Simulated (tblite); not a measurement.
Compound: C5H16BNSi2.
Bonds: Si1–N2, N2–Si3, N2–B4, B4–C5, C5–C6, C6–C7, C7–C8, C8–C9, B4–C9. Hydrogens: H10, H11, H12 on Si1; H13, H14, H15 on Si3; H16, H17 on C5; H18, H19 on C6; H20, H21 on C7; H22, H23 on C8; H24, H25 on C9.

Computed with GFN2-xTB (tblite), gas phase: L-BFGS steps from a force-field or distance-geometry start until the largest atomic force falls under 0.01 eV/Å.

Step 21: E = -722.5412 eV
```
atom  x, y, z in Å  |  force x, y, z in eV/Å
Si1    -2.5550   -1.2824    0.9832   -0.097  -0.210  -0.026
N2     -1.6680    0.1102    0.4271   -0.148  -0.035   0.089
Si3    -2.6304    1.4884   -0.0655   -0.064   0.014  -0.032
B4     -0.2482    0.0761    0.2449   -0.073   0.190  -0.110
C5      0.7516   -0.4395    1.3593    0.046  -0.089  -0.080
C6      2.2633   -0.4036    1.0377    0.102   0.026  -0.038
C7      2.6671    0.1559   -0.3336   -0.046   0.047  -0.020
C8      1.6612   -0.1513   -1.4378    0.047   0.023  -0.020
C9      0.3333    0.5475   -1.1431    0.092   0.054  -0.146
H10    -3.8223   -0.8321    1.5532    0.007   0.062   0.122
H11    -1.7514   -2.0332    1.9454   -0.019   0.030   0.024
H12    -2.9040   -2.1702   -0.1486    0.137   0.124   0.047
H13    -3.7455    1.0691   -0.9261    0.065  -0.039   0.050
H14    -3.1383    2.0615    1.1896   -0.005   0.028  -0.076
H15    -1.8324    2.4744   -0.7959    0.038  -0.064   0.093
H16     0.5078   -1.4778    1.5778   -0.156  -0.079   0.125
H17     0.5703    0.1052    2.2923   -0.024  -0.052  -0.095
H18     2.7698    0.1969    1.7955    0.078  -0.081   0.035
H19     2.6640   -1.4191    1.1060   -0.054   0.041   0.049
H20     2.7653    1.2434   -0.2766    0.051  -0.029   0.043
H21     3.6471   -0.2632   -0.5966   -0.129   0.154   0.016
H22     2.0625    0.2169   -2.3875    0.012  -0.201  -0.012
H23     1.4958   -1.2309   -1.5022    0.077   0.085  -0.085
H24     0.5067    1.6264   -1.1617    0.024   0.040   0.069
H25    -0.3814    0.3556   -1.9488    0.040  -0.039  -0.020
```

Step 22: E = -722.5529 eV
```
atom  x, y, z in Å  |  force x, y, z in eV/Å
Si1    -2.5498   -1.2823    0.9925   -0.118  -0.151   0.010
N2     -1.6729    0.1100    0.4201   -0.015  -0.068   0.126
Si3    -2.6323    1.4907   -0.0626   -0.068   0.015   0.011
B4     -0.2521    0.0775    0.2351   -0.047   0.177  -0.108
C5      0.7508   -0.4437    1.3486   -0.083  -0.077  -0.040
C6      2.2638   -0.4053    1.0359    0.037  -0.014   0.015
C7      2.6627    0.1594   -0.3331    0.036   0.071   0.019
C8      1.6590   -0.1546   -1.4383    0.130   0.033  -0.009
C9      0.3341    0.5568   -1.1503    0.146  -0.018  -0.163
H10    -3.8199   -0.8354    1.5604    0.023   0.065   0.134
H11    -1.7435   -2.0343    1.9512   -0.021   0.043   0.030
H12    -2.8989   -2.1624   -0.1365    0.112   0.042  -0.034
H13    -3.7407    1.0690   -0.9225   -0.009  -0.052  -0.003
H14    -3.1477    2.0590    1.1923    0.010   0.029  -0.081
H15    -1.8284    2.4694   -0.7902    0.056  -0.017   0.075
H16     0.5015   -1.4796    1.5785   -0.116  -0.054   0.074
H17     0.5558    0.1049    2.2768    0.023  -0.025  -0.077
H18     2.7689    0.1853    1.8056    0.050  -0.091  -0.050
H19     2.6597   -1.4235    1.0980   -0.041   0.048   0.040
H20     2.7580    1.2464   -0.2725    0.015   0.003   0.035
H21     3.6494   -0.2471   -0.5907   -0.135   0.112  -0.019
H22     2.0704    0.2016   -2.3910   -0.046  -0.210   0.046
H23     1.4958   -1.2371   -1.4902    0.044   0.157  -0.094
H24     0.5189    1.6350   -1.1670   -0.002  -0.015   0.061
H25    -0.3736    0.3645   -1.9621    0.019  -0.003   0.002
```

Step 23: E = -722.5628 eV
```
atom  x, y, z in Å  |  force x, y, z in eV/Å
Si1    -2.5471   -1.2855    0.9997   -0.093  -0.033   0.052
N2     -1.6779    0.1086    0.4150    0.088  -0.068   0.111
Si3    -2.6356    1.4923   -0.0608   -0.041  -0.012   0.046
B4     -0.2561    0.0826    0.2241   -0.015   0.096  -0.057
C5      0.7485   -0.4480    1.3380   -0.166  -0.045  -0.009
C6      2.2638   -0.4072    1.0343   -0.050  -0.050   0.050
C7      2.6590    0.1642   -0.3317    0.080   0.075   0.054
C8      1.6596   -0.1578   -1.4382    0.147   0.046   0.003
C9      0.3380    0.5655   -1.1594    0.127  -0.069  -0.106
H10    -3.8158   -0.8362    1.5703    0.032   0.058   0.136
H11    -1.7341   -2.0314    1.9564   -0.025   0.037   0.040
H12    -2.8943   -2.1594   -0.1256    0.079  -0.038  -0.114
H13    -3.7387    1.0703   -0.9207   -0.068  -0.063  -0.048
H14    -3.1544    2.0544    1.1944    0.009   0.040  -0.068
H15    -1.8260    2.4677   -0.7831    0.066   0.010   0.061
H16     0.4926   -1.4817    1.5786   -0.071  -0.013   0.012
H17     0.5447    0.1034    2.2625    0.047   0.006  -0.059
H18     2.7696    0.1728    1.8135    0.015  -0.083  -0.102
H19     2.6538   -1.4273    1.0914   -0.015   0.029   0.019
H20     2.7504    1.2502   -0.2674   -0.020   0.047   0.032
H21     3.6495   -0.2296   -0.5852   -0.079   0.055  -0.052
H22     2.0773    0.1814   -2.3941   -0.054  -0.169   0.050
H23     1.4964   -1.2411   -1.4799    0.013   0.171  -0.078
H24     0.5317    1.6431   -1.1703   -0.018  -0.057   0.030
H25    -0.3658    0.3729   -1.9741    0.011   0.033  -0.003
```

Task: Estimate the geometry and energy of step 24. (The exact step hangs on the optimiser's Hessian estimate; all steps are aligned on step 23, rigid shifts and turns removed.)

Result: E = -722.5710 eV, largest force 0.180 eV/Å
```
atom  x, y, z in Å  |  force x, y, z in eV/Å
Si1    -2.5457   -1.2892    1.0060   -0.045   0.070   0.063
N2     -1.6810    0.1065    0.4121    0.122  -0.036   0.061
Si3    -2.6391    1.4930   -0.0593   -0.004  -0.053   0.044
B4     -0.2590    0.0890    0.2126    0.013  -0.012   0.009
C5      0.7436   -0.4519    1.3280   -0.161  -0.007   0.010
C6      2.2618   -0.4099    1.0331   -0.111  -0.065   0.044
C7      2.6565    0.1701   -0.3288    0.074   0.057   0.067
C8      1.6632   -0.1605   -1.4369    0.102   0.056   0.012
C9      0.3446    0.5723   -1.1695    0.055  -0.084  -0.012
H10    -3.8106   -0.8355    1.5823    0.035   0.048   0.129
H11    -1.7241   -2.0259    1.9615   -0.032   0.023   0.048
H12    -2.8907   -2.1609   -0.1169    0.055  -0.080  -0.151
H13    -3.7399    1.0723   -0.9209   -0.086  -0.063  -0.064
H14    -3.1593    2.0484    1.1962   -0.002   0.054  -0.043
H15    -1.8245    2.4688   -0.7754    0.059   0.011   0.059
H16     0.4831   -1.4837    1.5770   -0.042   0.021  -0.039
H17     0.5365    0.1022    2.2495    0.045   0.034  -0.034
H18     2.7705    0.1596    1.8184   -0.019  -0.060  -0.108
H19     2.6471   -1.4309    1.0849    0.005  -0.007  -0.003
H20     2.7415    1.2554   -0.2617   -0.042   0.080   0.036
H21     3.6488   -0.2124   -0.5805    0.006   0.004  -0.066
H22     2.0830    0.1585   -2.3961   -0.016  -0.094   0.008
H23     1.4967   -1.2425   -1.4703   -0.006   0.129  -0.043
H24     0.5444    1.6493   -1.1728   -0.024  -0.080  -0.006
H25    -0.3581    0.3819   -1.9851    0.019   0.053  -0.021
```

The energy changes by -0.0082 eV. The first-order estimate −F·Δx gives -0.0115 eV and the mean of the old and new forces, exact on a quadratic surface, -0.0082 eV. The step makes an angle of 71° with the force vector and moves no atom by more than 0.024 Å.

The cost below is that of the whole relaxation. On an Arm Neoverse V1 with one thread, no GPU, on a shared host, this took 3.0 s.
